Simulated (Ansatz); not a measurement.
Consider the isomerisation: `OB1OC1S` → `SC1OBO1`.

Isolated molecules relaxed with PBE0-D4/def2-TZVP in Ansatz; ΔE leaves out vibrations. CCSD(T)/CBS is the MP2 limit (def2-TZVPP, def2-QZVPP) plus CCSD(T) − MP2 in def2-TZVPP, frozen cores. Functionals use def2-TZVPP. HSE06 is defined as in plane-wave codes. One conformer a species, not always the lowest.

`OB1OC1S`:

Cartesian coordinates in Å:
```
O 0.935 -2.003 -0.373
B 0.140 -0.965 -0.092
O -0.932 -0.719 0.659
C -0.378 0.457 -0.132
S 0.388 1.756 0.769
H 1.650 -1.795 -0.979
H -1.091 0.783 -0.882
H -0.712 2.485 1.030
```

`SC1OBO1`:

```xyz
8

S    -1.689   -0.946    0.137
C    -0.200   -0.110   -0.407
O     0.950   -0.845   -0.012
B     1.280    0.316    0.668
O     0.170    1.060    0.328
H    -2.520   -0.151   -0.556
H    -0.224    0.094   -1.478
H     2.232    0.582    1.320
```

Task: Is it downhill or uphill in electronic energy at CCSD(T)/CBS, and by how much? (Best estimate.)

Result: Ansatz gave: Downhill: ΔE = -4.7 kJ/mol.

Task: What do these levels give: LDA (SPW92), PBE-D4, HSE06-D4, CAM-B3LYP-D4, ωB97M-V, r2SCANh, HSE06, RPA@PBE/def2-TZVPP, CCSD(T)/def2-SVP, CCSD/def2-TZVPP, CCSD(T)/def2-TZVPP, HF/def2-QZVPP? (An estimate is asked.)

Result: Computed: LDA (SPW92) -0.5, PBE-D4 6.7, HSE06-D4 -0.3, CAM-B3LYP-D4 -3.2, ωB97M-V -3.7, r2SCANh 2.0, HSE06 0.4, RPA@PBE/def2-TZVPP -12.3, CCSD(T)/def2-SVP -11.1, CCSD/def2-TZVPP -8.2, CCSD(T)/def2-TZVPP -6.8, HF/def2-QZVPP -18.9 kJ/mol.

Task: What do rigid-rotor, harmonic-oscillator terms from PBE0-D4/def2-TZVP frequencies (298.15 K, 1 bar) make of the CCSD(T)/CBS value? (An estimate is asked.)

Result: Computed: ΔZPE = -0.9 kJ/mol, ΔH = -6.7 kJ/mol, ΔS = -9 J/(mol·K), ΔG = -4.1 kJ/mol.

Largest T1 diagnostic among the species: 0.015.

In def2-TZVPP, CCSD(T) changes the Hartree–Fock value by +12.4 kJ/mol (the triples alone add +1.3 kJ/mol) and MP2 by +18.5 kJ/mol. From BLYP to BHLYP (50 % exact exchange), in def2-TZVPP and without D4, ΔE moves by −16.9 kJ/mol.
